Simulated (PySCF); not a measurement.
Isomers of C5H14Si3. Method used: PBE0-D3(BJ)/def2-SVP geometry optimisation, gas phase in PySCF. Energies are electronic, without zero-point or thermal terms, for one conformer each. No frequencies were run at this level. Point groups hold within 0.08 Å.

Question: Order them by energy at this level, lowest first, and give relative energies in kcal/mol.
A. `[CH2:1]=[CH:2][C:3](=[CH2:4])[CH2:5][SiH2:6][SiH2:7][SiH3:8]` with C1–C2–C3–C4 178°, C2–C3–C5–Si6 75°, C3–C5–Si6–Si7 33°, C5–Si6–Si7–Si8 -73°
B. `[CH2:1]=[CH:2][Si:3]([SiH3:4])([SiH3:5])[CH:6]1[CH2:7][CH2:8]1` with C1–C2–Si3–Si4 -9°, C2–Si3–C6–C7 -160°
C. `[CH2:1]=[CH:2][CH:3]1[SiH2:4][CH2:5][SiH2:6][CH2:7][SiH2:8]1` with C1–C2–C3–Si4 120°, C2–C3–Si4–C5 65°, C3–Si4–C5–Si6 57°, Si4–C5–Si6–C7 -53°, C5–Si6–C7–Si8 53°
D. `[CH2:1]=[CH:2][SiH:3]1[CH2:4][SiH2:5][CH2:6][SiH2:7][CH2:8]1` with C1–C2–Si3–C4 1°, C2–Si3–C4–Si5 -177°, Si3–C4–Si5–C6 55°, C4–Si5–C6–Si7 -55°, Si5–C6–Si7–C8 54°
E. `[CH3:1][C:2]#[C:3][SiH2:4][C@@H:5]([SiH3:6])[SiH2:7][CH3:8]` with C3–Si4–C5–Si6 166°, Si4–C5–Si7–C8 63°

Answer: D (0.0), C (7.0), E (41.6), A (46.6), B (51.2).

As drawn, the highest has a three-membered ring and an Si–Si bond, which the lowest lacks.

| SMILES | E (Eh) | E rel (kcal/mol) | dipole (D) | point group | A, B, C (MHz) |
| --- | --- | --- | --- | --- | --- |
| C=C[SiH]1C[SiH2]C[SiH2]C1 | -1066.46011 | 0.0 | 1.55 | C1 | 1825, 812.3, 609.4 |
| C=CC1[SiH2]C[SiH2]C[SiH2]1 | -1066.44899 | 7.0 | 0.83 | – | 1565, 946.6, 752.1 |
| CC#C[SiH2][C@@H]([SiH3])[SiH2]C | -1066.39381 | 41.6 | 2.83 | C1 | 1640, 632.4, 485.1 |
| C=CC(=C)C[SiH2][SiH2][SiH3] | -1066.38578 | 46.6 | 1.10 | C1 | 1234, 913.9, 733.4 |
| C=C[Si]([SiH3])([SiH3])C1CC1 | -1066.37855 | 51.2 | 1.32 | C1 | 1181, 822.0, 792.1 |

Q: How do the relative energies change in single points at B3LYP/pcSseg-1 (no added dispersion term) on the same geometries?

A: 
```json
{"SMILES": "C=C[SiH]1C[SiH2]C[SiH2]C1", "PBE0-D3(BJ)/def2-SVP (kcal/mol)": "0.0", "B3LYP/pcSseg-1 (kcal/mol)": "0.0", "shift": "0.0"}
{"SMILES": "C=CC1[SiH2]C[SiH2]C[SiH2]1", "PBE0-D3(BJ)/def2-SVP (kcal/mol)": "7.0", "B3LYP/pcSseg-1 (kcal/mol)": "9.0", "shift": "+2.0"}
{"SMILES": "CC#C[SiH2][C@@H]([SiH3])[SiH2]C", "PBE0-D3(BJ)/def2-SVP (kcal/mol)": "41.6", "B3LYP/pcSseg-1 (kcal/mol)": "32.6", "shift": "-9.0"}
{"SMILES": "C=CC(=C)C[SiH2][SiH2][SiH3]", "PBE0-D3(BJ)/def2-SVP (kcal/mol)": "46.6", "B3LYP/pcSseg-1 (kcal/mol)": "43.8", "shift": "-2.8"}
{"SMILES": "C=C[Si]([SiH3])([SiH3])C1CC1", "PBE0-D3(BJ)/def2-SVP (kcal/mol)": "51.2", "B3LYP/pcSseg-1 (kcal/mol)": "51.8", "shift": "+0.6"}
```

Each column counts from its own lowest isomer. The order is unchanged; the largest shift is 9.0 kcal/mol.
